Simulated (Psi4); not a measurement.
Br$_{4}$Zr (SMILES [Br][Zr]([Br])([Br])[Br]), singlet, at a GFN2-xTB geometry (such geometries of metal compounds can be far from the true shape) (all electrons, no relativity); B3LYP/3-21G run with Psi4.

The Psi4 input:
```
memory 2 GB

molecule {
0 1
  Zr    0.00000000    0.00000000    0.00000000
  Br    1.95511769   -0.53272077   -1.43766626
  Br    0.75325476    0.28348401    2.35061799
  Br   -1.05976936    2.10397017   -0.78953105
  Br   -1.64860309   -1.85473341   -0.12342069
}

set basis 3-21g
set scf_type pk

energy('b3lyp')
print_variables()
```

What does Psi4 print? Leave out banner, timings and long lists.


```
   => Loading Basis Set <=

    Name: 3-21G
    Role: ORBITAL
    Keyword: BASIS

         ---------------------------------------------------------
                                   SCF
               by Justin Turney, Rob Parrish, Andy Simmonett
                          and Daniel G. A. Smith
                              RKS Reference
         ---------------------------------------------------------

  ==> Geometry <==

    Molecular point group: c1
    Full point group: Td

    Geometry (in Angstrom), charge = 0, multiplicity = 1:

       Center              X                  Y                   Z               Mass
    ------------   -----------------  -----------------  -----------------  -----------------
         ZR           0.000000000000     0.000000000000     0.000000001946    89.904697700000
         BR           1.955117690000    -0.532720770000    -1.437666258054    78.918337600000
         BR           0.753254760000     0.283484010000     2.350617991946    78.918337600000
         BR          -1.059769360000     2.103970170000    -0.789531048054    78.918337600000
         BR          -1.648603090000    -1.854733410000    -0.123420688054    78.918337600000

  Running in c1 symmetry.

  Rotational constants: A =      0.01298  B =      0.01298  C =      0.01298 [cm^-1]
  Rotational constants: A =    389.01195  B =    389.01195  C =    389.01195 [MHz]
  Nuclear repulsion = 2151.339819398718646

  Charge       = 0
  Multiplicity = 1
  Electrons    = 180
  Nalpha       = 90
  Nbeta        = 90

  ==> Algorithm <==

  SCF Algorithm Type is PK.
  DIIS enabled.
  MOM disabled.
  Fractional occupation disabled.
  Guess Type is SAD.
  Energy threshold   = 1.00e-06
  Density threshold  = 1.00e-06
  Integral threshold = 1.00e-12

  ==> Primary Basis <==

  Basis Set: 3-21G
    Blend: 3-21G
    Number of shells: 54
    Number of basis functions: 131
    Number of Cartesian functions: 131
    Spherical Harmonics?: false
    Max angular momentum: 2

  ==> DFT Potential <==

   => LibXC <=

    Version 7.1.2
    S. Lehtola, C. Steigemann, M. J. T. Oliveira, and M. A. L. Marques,  SoftwareX 7, 1–5 (2018) (10.1016/j.softx.2017.11.002)

   => Composite Functional: B3LYP <=

    B3LYP Hyb-GGA Exchange-Correlation Functional

    P. J. Stephens, F. J. Devlin, C. F. Chabalowski, and M. J. Frisch,  J. Phys. Chem. 98, 11623 (1994) (10.1021/j100096a001)

    Deriv               =              1
    GGA                 =           TRUE
    Meta                =          FALSE

    Exchange Hybrid     =           TRUE
    MP2 Hybrid          =          FALSE

   => Exchange Functionals <=

    0.0800   Slater exchange
    0.7200         Becke 88

   => Exact (HF) Exchange <=

    0.2000               HF

   => Correlation Functionals <=

    0.1900   Vosko, Wilk & Nusair (VWN5_RPA)
    0.8100   Lee, Yang & Parr

   => LibXC Density Thresholds  <==

    XC_HYB_GGA_XC_B3LYP:  1.00E-15

   => Molecular Quadrature <=

    Radial Scheme          =       TREUTLER
    Pruning Scheme         =           NONE
    Nuclear Scheme         =       TREUTLER

    Blocking Scheme        =         OCTREE
    BS radius alpha        =              1
    Pruning alpha          =              1
    Radial Points          =             75
    Spherical Points       =            302
    Total Points           =         109463
    Total Blocks           =            972
    Max Points             =            255
    Max Functions          =             91
    Weights Tolerance      =       1.00E-15

  ==> Integral Setup <==

  Using in-core PK algorithm.
   Calculation information:
      Number of atoms:                   5
      Number of AO shells:              54
      Number of primitives:            129
      Number of atomic orbitals:       131
      Number of basis functions:       131

      Integral cutoff                 1.00e-12
      Number of threads:                 1

  Performing in-core PK
  Using 74761962 doubles for integral storage.
  We computed 512343 shell quartets total.
  Whereas there are 1103355 unique shell quartets.

  ==> DiskJK: Disk-Based J/K Matrices <==

    J tasked:                  Yes
    K tasked:                  Yes
    wK tasked:                  No
    Schwarz Cutoff:          1E-12

  Minimum eigenvalue in the overlap matrix is 1.6032954006E-03.
  Reciprocal condition number of the overlap matrix is 3.0407048197E-04.
    Using symmetric orthogonalization.

  ==> Pre-Iterations <==

  SCF Guess: Superposition of Atomic Densities via on-the-fly atomic UHF (no occupation information).

   -------------------------
    Irrep   Nso     Nmo
   -------------------------
     A        131     131
   -------------------------
    Total     131     131
   -------------------------

  ==> Iterations <==

                        Total Energy        Delta E     RMS |[F,P]|

   @RKS iter SAD: -13765.25610737362695   -1.37653e+04   0.00000e+00
   @RKS iter   1: -13771.36739992387447   -6.11129e+00   8.10119e-03 ADIIS/DIIS
   @RKS iter   2: -13768.42507393818596    2.94233e+00   1.94308e-02 ADIIS/DIIS
   @RKS iter   3: -13771.72593691150178   -3.30086e+00   3.10934e-03 ADIIS/DIIS
   @RKS iter   4: -13771.80383080542924   -7.78939e-02   2.10560e-03 ADIIS/DIIS
   @RKS iter   5: -13771.85535703491951   -5.15262e-02   1.53860e-04 ADIIS/DIIS
   @RKS iter   6: -13771.85565570433755   -2.98669e-04   5.72064e-06 DIIS
   @RKS iter   7: -13771.85565613002655   -4.25689e-07   2.88427e-06 DIIS
   @RKS iter   8: -13771.85565623955699   -1.09530e-07   3.48909e-07 DIIS
  Energy and wave function converged.

  ==> Post-Iterations <==

   Electrons on quadrature grid:
      Ntotal   =  179.9999611114 ; deviation = -3.889e-05

    Orbital Energies [Eh]
    ---------------------

    Doubly Occupied:

       1A   -638.740769     2A   -479.563497     3A   -479.563444
       4A   -479.563436     5A   -479.563430     6A    -88.179862
       7A    -80.533727     8A    -80.533727     9A    -80.533727
      10A    -62.117130    11A    -62.117091    12A    -62.117083
      13A    -62.117078    14A    -55.719601    15A    -55.719382
      16A    -55.719374    17A    -55.719368    18A    -55.718192
      19A    -55.718189    20A    -55.718185    21A    -55.718004
      22A    -55.718001    23A    -55.717997    24A    -55.717880
      25A    -55.717880    26A    -14.852473    27A    -11.865144
      28A    -11.865139    29A    -11.865137    30A     -8.633842
      31A     -8.633821    32A     -8.633812    33A     -8.633807
      34A     -6.969659    35A     -6.969652    36A     -6.969651
      37A     -6.969393    38A     -6.969386    39A     -6.421376
      40A     -6.421359    41A     -6.421358    42A     -6.421349
      43A     -6.416532    44A     -6.416520    45A     -6.416498
      46A     -6.416494    47A     -6.416491    48A     -6.416483
      49A     -6.416475    50A     -6.416469    51A     -2.515652
      52A     -2.515538    53A     -2.515476    54A     -2.515454
      55A     -2.513278    56A     -2.513201    57A     -2.513004
      58A     -2.512937    59A     -2.512915    60A     -2.512538
      61A     -2.512505    62A     -2.512474    63A     -2.509013
      64A     -2.509004    65A     -2.508992    66A     -2.508986
      67A     -2.508966    68A     -2.508961    69A     -2.508954
      70A     -2.508948    71A     -2.108107    72A     -1.290787
      73A     -1.290786    74A     -1.290785    75A     -0.785284
      76A     -0.775720    77A     -0.775715    78A     -0.775710
      79A     -0.371974    80A     -0.365453    81A     -0.365451
      82A     -0.365450    83A     -0.350466    84A     -0.350464
      85A     -0.331351    86A     -0.331349    87A     -0.331348
      88A     -0.307199    89A     -0.307197    90A     -0.307196

    Virtual:

      91A     -0.122290    92A     -0.122288    93A     -0.092849
      94A     -0.092846    95A     -0.092845    96A     -0.021663
      97A      0.022967    98A      0.022971    99A      0.022973
     100A      0.105526   101A      0.149622   102A      0.149630
     103A      0.149645   104A      0.248290   105A      0.570798
     106A      0.570804   107A      0.587922   108A      0.587926
     109A      0.587929   110A      0.651615   111A      0.651618
     112A      0.651621   113A      0.654480   114A      0.676612
     115A      0.676623   116A      0.676625   117A      0.703764
     118A      0.703778   119A      0.844287   120A      0.844287
     121A      0.844291   122A      0.910130   123A      0.910136
     124A      0.910142   125A      1.038676   126A      2.060346
     127A     24.246037   128A     24.246131   129A     24.246140
     130A     25.130771   131A     99.679109

    Final Occupation by Irrep:
              A
    DOCC [    90 ]
    NA   [    90 ]
    NB   [    90 ]

  @RKS Final Energy: -13771.85565623955699

   => Energetics <=

    Nuclear Repulsion Energy =           2151.3398193987186460
    One-Electron Energy =              -23448.9127741590673395
    Two-Electron Energy =                7909.8065609461200438
    DFT Exchange-Correlation Energy =    -384.0892624253300482
    Empirical Dispersion Energy =           0.0000000000000000
    VV10 Nonlocal Energy =                  0.0000000000000000
    Total Energy =                     -13771.8556562395588116

Computation Completed

Properties will be evaluated at   0.000000,   0.000000,   0.000000 [a0]

Properties computed using the SCF density matrix

 Multipole Moments:

 ------------------------------------------------------------------------------------
     Multipole            Electronic (a.u.)      Nuclear  (a.u.)        Total (a.u.)
 ------------------------------------------------------------------------------------

 L = 1.  Multiply by 2.5417464519 to convert [e a0] to [Debye]
 Dipole X            :          0.0000448            0.0000000            0.0000448
 Dipole Y            :          0.0000387            0.0000000            0.0000387
 Dipole Z            :          0.0000052            0.0000000            0.0000052
 Magnitude           :                                                    0.0000594

 ------------------------------------------------------------------------------------

  Variable Map:
  ----------------------------------------------------------------------------
  "CURRENT ENERGY"              =>  -13771.855656239557
  "CURRENT REFERENCE ENERGY"    =>  -13771.855656239557
  "DD SOLVATION ENERGY"         =>       0.000000000000
  "DFT FUNCTIONAL TOTAL ENERGY" =>  -13771.855656239559
  "DFT TOTAL ENERGY"            =>  -13771.855656239559
  "DFT VV10 ENERGY"             =>       0.000000000000
  "DFT XC ENERGY"               =>    -384.089262425330
  "GRID ELECTRONS ALPHA"        =>      89.999980555710
  "GRID ELECTRONS BETA"         =>      89.999980555710
  "GRID ELECTRONS TOTAL"        =>     179.999961111421
  "NUCLEAR REPULSION ENERGY"    =>    2151.339819398719
  "ONE-ELECTRON ENERGY"         =>  -23448.912774159067
  "PCM POLARIZATION ENERGY"     =>       0.000000000000
  "PE ENERGY"                   =>       0.000000000000
  "SCF ITERATION ENERGY"        =>  -13771.855656239557
  "SCF ITERATIONS"              =>       8.000000000000
  "SCF TOTAL ENERGY"            =>  -13771.855656239557
  "TWO-ELECTRON ENERGY"         =>    7909.806560946120
  "XC GRID RADIAL POINTS"       =>      75.000000000000
  "XC GRID SPHERICAL POINTS"    =>     302.000000000000
  "XC GRID TOTAL POINTS"        =>  109463.000000000000

  Array Variable Map:
  ----------------------------------------------------------------------------
  "CURRENT DIPOLE"              =>       0.000044841122 ... 0.000005154237 1 by 3
  "SCF DIPOLE"                  =>       0.000044841122 ... 0.000005154237 1 by 3
  "SCF TOTAL ENERGIES"          =>  -13765.256107373627 ... -13771.855656239557 1 by 9
```
